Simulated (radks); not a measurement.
All-electron atom: Cs I in [Xe] 7p1 (not the ground configuration).

Method: Dirac Kohn-Sham, PBE, spin-unpolarised, spherical densities, finite nucleus; open shells fill j = l - 1/2 first; Fermi nuclear charge, rms radius 4.8041 fm; computed with a radial shooting solver on a logarithmic mesh with Libxc functionals.

Energy parts (eV):
total: -211973.61
kinetic: 225717.54
electron-nucleus: -515272.67
Hartree: 82822.69
exchange-correlation: -5241.17

Orbitals (lengths in bohr, moments of r in powers of bohr; r(max) is where P^2 peaks):
orbital  occ.  eigenvalue (eV)      <r^4>   r(max)      <r>      <r^2>
1s1/2       2        -35771.57  2.246e-06  0.01678  0.02611  0.0009251
2s1/2       2        -5611.719  0.0003769  0.09503   0.1117    0.01477
2p1/2       2        -5279.647  0.0002392  0.07270  0.09403    0.01089
2p3/2       4        -4927.382  0.0002913  0.07768  0.09992    0.01216
3s1/2       2        -1169.105    0.01584   0.2727   0.2987     0.1021
3p1/2       2        -1030.364    0.01496   0.2592   0.2887    0.09687
3p3/2       4        -962.8570    0.01739   0.2702   0.3005     0.1047
3d3/2       4        -719.0520    0.01380   0.2186   0.2714    0.08710
3d5/2       6        -704.7206    0.01447   0.2217   0.2751    0.08935
4s1/2       2        -223.1010     0.4347   0.6430   0.6947     0.5450
4p1/2       2        -173.3100     0.5274   0.6568   0.7206     0.5912
4p3/2       4        -159.5415     0.6126   0.6810   0.7481     0.6370
4d3/2       4         -78.5870      1.079   0.7163   0.8307     0.8038
4d5/2       6         -76.3023      1.135   0.7245   0.8411     0.8240
5s1/2       2         -29.7413      17.48    1.545    1.740      3.412
5p1/2       2         -17.6538      33.57    1.729    2.011      4.606
5p3/2       4         -16.0093      40.43    1.803    2.104      5.046
7p1/2       1          -0.8016      89170    15.40    15.27      258.4
7p3/2       0          -0.7694      93940    15.75    15.35      263.5

The highest occupied level is 7p1/2 at -0.802 eV. Summed over all electrons, <r^2> = 309.4 bohr^2, which gives a Langevin (diamagnetic) susceptibility term of -245 x 10^-6 cm^3/mol.
